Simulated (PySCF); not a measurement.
Potential energy surface of BeF2, singlet: map of symmetric stretch and bend. Scanned: Be-F bond length and F-Be-F angle.

Calculation: CCSD on RHF/cc-pVDZ, 2 core orbitals frozen (PySCF).

Energy in kcal/mol above the lowest grid point; x is the Be-F bond length (Å), y the F-Be-F angle (°).

```csv
y \ x,1.17,1.24,1.31,1.38,1.45,1.52,1.59,1.66,1.73,1.79,1.86
180,76.8,33.3,9.7,0.0,0.0,6.7,18.1,32.7,49.4,64.6,83.1
171.36,77.1,33.7,10.1,0.4,0.4,7.0,18.4,33.0,49.7,64.9,83.4
162.73,78.4,34.9,11.3,1.6,1.4,8.1,19.4,34.0,50.6,65.8,84.2
154.09,80.7,37.1,13.5,3.6,3.4,9.9,21.2,35.6,52.2,67.3,85.7
145.45,84.4,40.6,16.7,6.6,6.2,12.6,23.8,38.1,54.5,69.6,87.8
136.82,90.0,45.7,21.3,10.8,10.2,16.3,27.3,41.4,57.6,72.6,90.7
128.18,98.0,52.7,27.6,16.5,15.4,21.2,31.8,45.7,61.7,76.5,94.3
119.55,109.2,62.4,36.1,24.0,22.2,27.4,37.5,51.0,66.7,81.2,98.8
110.91,124.9,75.6,47.4,34.0,31.0,35.3,44.8,57.7,72.9,87.1,104.3
102.27,147.4,94.0,62.8,47.2,42.5,45.6,54.0,66.1,80.6,94.3,111.0
93.64,181.1,120.7,84.6,65.4,58.1,59.1,66.0,76.9,90.4,103.3,119.2
85,234.2,162.5,117.8,92.3,80.4,78.0,82.3,91.2,103.1,114.8,129.7
```

Points that lie below all their neighbours on the grid: x = 1.45, y = 180 on the edge of the grid (0.0 kcal/mol).
